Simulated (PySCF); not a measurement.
**O⁺ (oxygen, charge +1) across methods**

[He] 2s1 2p3 3d1, high-spin 6D determinant (an excited configuration). Computed with PySCF 2.14 in dyall-av3z (15s9p3d2f, 71 functions), with the spin-free X2C one-electron Hamiltonian (Gaussian nucleus).

```json
{"method": "PBE", "E (hartree)": "-73.1177", "mean ε 2s α (eV)": "-50.413", "mean ε 2p α (eV)": "-35.279", "mean ε 3d α (eV)": "-0.287", "Σ⟨r²⟩ (bohr²)": "12.81", "⟨S²⟩": "8.750"}
{"method": "B97-3", "E (hartree)": "-73.1638", "mean ε 2s α (eV)": "-54.689", "mean ε 2p α (eV)": "-38.233", "mean ε 3d α (eV)": "-1.052", "Σ⟨r²⟩ (bohr²)": "12.78", "⟨S²⟩": "8.750"}
{"method": "LDA", "E (hartree)": "-72.6255", "mean ε 2s α (eV)": "-49.985", "mean ε 2p α (eV)": "-35.305", "mean ε 3d α (eV)": "-0.068", "Σ⟨r²⟩ (bohr²)": "12.81", "⟨S²⟩": "8.750"}
{"method": "wB97X", "E (hartree)": "-73.1877", "mean ε 2s α (eV)": "-56.723", "mean ε 2p α (eV)": "-40.435", "mean ε 3d α (eV)": "-2.913", "Σ⟨r²⟩ (bohr²)": "12.77", "⟨S²⟩": "8.750"}
{"method": "BHandHLYP", "E (hartree)": "-73.1498", "mean ε 2s α (eV)": "-58.156", "mean ε 2p α (eV)": "-40.660", "mean ε 3d α (eV)": "-1.298", "Σ⟨r²⟩ (bohr²)": "12.74", "⟨S²⟩": "8.750"}
{"method": "UHF", "E (hartree)": "-73.04728", "mean ε 2s α (eV)": "-66.424", "mean ε 2p α (eV)": "-46.384", "mean ε 3d α (eV)": "-2.544", "Σ⟨r²⟩ (bohr²)": "12.68", "⟨S²⟩": "8.750"}
{"method": "r2SCAN", "E (hartree)": "-73.1895", "mean ε 2s α (eV)": "-52.562", "mean ε 2p α (eV)": "-36.368", "mean ε 3d α (eV)": "-0.206", "Σ⟨r²⟩ (bohr²)": "12.76", "⟨S²⟩": "8.750"}
{"method": "LC-wPBE", "E (hartree)": "-73.1313", "mean ε 2s α (eV)": "-56.558", "mean ε 2p α (eV)": "-40.866", "mean ε 3d α (eV)": "-3.183", "Σ⟨r²⟩ (bohr²)": "12.76", "⟨S²⟩": "8.750"}
```

Q: Estimate the same row for PBE0.

A: E (hartree) = -73.1295; mean ε 2s α (eV) = -54.529; mean ε 2p α (eV) = -38.181; mean ε 3d α (eV) = -0.928; Σ⟨r²⟩ (bohr²) = 12.77; ⟨S²⟩ = 8.750.

The outer electron is Rydberg-like, and this basis confines it to a smaller radius and binds it less than a complete one would.
